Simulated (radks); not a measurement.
Results of a calculation; reference values are marked as such.
Task: Ionisation of the mercury ion Hg+, [Xe] 4f14 5d10 6s1, to [Xe] 4f14 5d10 as the strength of local exchange is varied. Level of theory: Dirac Kohn-Sham, Slater X-alpha exchange (alpha = 2/3 is LDA exchange), no correlation, spin-unpolarised, spherical densities, finite nucleus; Fermi nuclear charge, rms radius 5.4648 fm (a radial shooting solver on a logarithmic mesh with Libxc functionals).

alpha  E(Hg+) (hartree)  exchange (hartree)  IE (eV)  -e of the level emptied (eV)  <r> of it (bohr)
0.58        -19591.8640           -307.2980   17.370                13.143 (6s1/2)             2.573
0.587       -19595.5731           -311.0692   17.435                13.205 (6s1/2)             2.569
0.667       -19638.0161           -354.2736   18.188                13.921 (6s1/2)             2.527
0.708       -19659.8058           -376.4910   18.578                14.295 (6s1/2)             2.506
0.991       -19810.9029           -531.2304   21.372                16.990 (6s1/2)             2.371
?           -19650.7680           -367.2728   18.416                14.139 (6s1/2)             2.515

Which alpha was used in the last row?

Result: alpha = 0.691. NIST Atomic Spectra Database: 18.757 eV (measured). The Delta-SCF value meets it near alpha = 0.73. Spin polarisation and multiplet splitting are left out, so open shells lie too high by an amount that depends on their filling.

Beside tabulated values, note that spin-unpolarised runs miss the spin-polarisation part of the exchange energy of open shells.
